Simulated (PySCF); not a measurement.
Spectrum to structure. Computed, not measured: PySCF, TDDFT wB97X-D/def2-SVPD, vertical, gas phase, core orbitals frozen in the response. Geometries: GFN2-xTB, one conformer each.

```json
{"state": "S1", "E (eV)": "6.83", "f": "0.018", "main configurations (H = HOMO, L = LUMO)": "H→L+1 (42%), H→L (23%), H→L+3 (13%)"}
{"state": "S2", "E (eV)": "7.38", "f": "0.011", "main configurations (H = HOMO, L = LUMO)": "H→L (41%), H→L+1 (30%)"}
{"state": "S3", "E (eV)": "7.39", "f": "0.0021", "main configurations (H = HOMO, L = LUMO)": "H-1→L+1 (25%), H-1→L+3 (14%), H-2→L+1 (13%)"}
{"state": "S4", "E (eV)": "7.86", "f": "0.012", "main configurations (H = HOMO, L = LUMO)": "H→L+3 (23%), H→L (12%), H-2→L (12%)"}
{"state": "S5", "E (eV)": "8.05", "f": "0.0077", "main configurations (H = HOMO, L = LUMO)": "H→L+2 (47%), H-1→L+1 (9%), H-3→L+1 (9%)"}
{"state": "S6", "E (eV)": "8.22", "f": "0.011", "main configurations (H = HOMO, L = LUMO)": "H-1→L+1 (26%), H-1→L (25%), H-1→L+2 (9%)"}
{"state": "S7", "E (eV)": "8.31", "f": "0.0080", "main configurations (H = HOMO, L = LUMO)": "H→L+4 (27%), H-2→L+1 (16%), H-2→L (14%)"}
{"state": "S8", "E (eV)": "8.39", "f": "0.0080", "main configurations (H = HOMO, L = LUMO)": "H-3→L+1 (18%), H-2→L+1 (17%), H→L+4 (15%)"}
```

Triplets computed (Tamm–Dancoff): 6.23, 6.75, 7.26 eV.

Orbital energies (eV): HOMO-3 -10.67, HOMO-2 -10.49, HOMO-1 -10.37, HOMO -9.52, LUMO 1.66, LUMO+1 1.91, LUMO+2 2.63.

**Question.** Which candidate is it? All have the formula C4H9ClO2Si.
A. `O[Si](O)(C1CC1)CCl`
B. `C[C@@H]1O[C@@H](CCl)O[SiH2]1`
C. `CCO/C(=C/Cl)O[SiH3]`
D. `[SiH3]O[C@]1(CCl)CCO1`

**Answer.** A. Its S1 lies at 6.83 eV; the nearest of the others has S1 at 7.18 eV. S1 is HOMO→LUMO+1 (42%), HOMO→LUMO (23%), HOMO→LUMO+3 (13%). Löwdin shares by element: HOMO carbon 29% or more, chlorine 28%, silicon 11% (atoms not listed hold the other 32%); LUMO oxygen 31%, silicon 24%, hydrogen 10% or more (atoms not listed hold the other 35%). At the same level the other candidates give, for their lowest levels:
- `C[C@@H]1O[C@@H](CCl)O[SiH2]1`: 7.18 eV (f 0.041); 7.22 eV (f 0.006); 7.50 eV (f 0.013); 7.67 eV (f 0.002); 7.75 eV (f 0.002); T1 6.67 eV; HOMO -9.69, LUMO 1.69 eV
- `CCO/C(=C/Cl)O[SiH3]`: 5.96 eV (f 0.002); 6.06 eV (f 0.004); 6.72 eV (f 0.005); 6.78 eV (f 0.450); 7.05 eV (f 0.004); T1 4.48 eV; HOMO -8.08, LUMO 1.91 eV
- `[SiH3]O[C@]1(CCl)CCO1`: 7.38 eV (f 0.005); 7.67 eV (f 0.005); 7.74 eV (f 0.008); 8.02 eV (f 0.008); 8.21 eV (f 0.012); T1 6.99 eV; HOMO -9.85, LUMO 1.91 eV

Shape of the structure used: `[OH:1][Si:2]([OH:3])([CH2:4][Cl:5])[CH:6]1[CH2:7][CH2:8]1`: O1–Si2–C4–Cl5 173°, O1–Si2–C6–C7 -169°, H–O1–Si2–O3 -45°, H–O3–Si2–O1 -168°.
